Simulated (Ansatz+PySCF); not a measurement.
**doublet Cl: levels of theory in one basis**

A single Cl atom.

Basis set: def2-SVP (spherical functions). Correlated methods keep 5 orbitals frozen. Correlation on ROHF uses semicanonical orbitals with singles. Charge 0, multiplicity 2.

Computed with Ansatz (development build ahead of 0.2.0); each method stands on the lowest determinant of its kind that the runs found.

```tsv
method	E − E(ROHF) (eV)	<S²> of the determinant
ROHF	0.00	0.75
UHF	-0.11	0.76
ROHF-MP2	-3.09	–
UHF-MP2	-3.07	0.76
ROHF-CCSD	-3.52	–
UHF-CCSD	-3.53	0.76
ROHF-CCSD(T)	-3.55	–
UHF-CCSD(T)	-3.55	0.76
```

(1) Is a single determinant a sound starting point here?

Answers

(1) By this sign, yes. Unrestricted orbitals gain 0.11 eV and <S²> is 0.76 against 0.75 for a pure state.
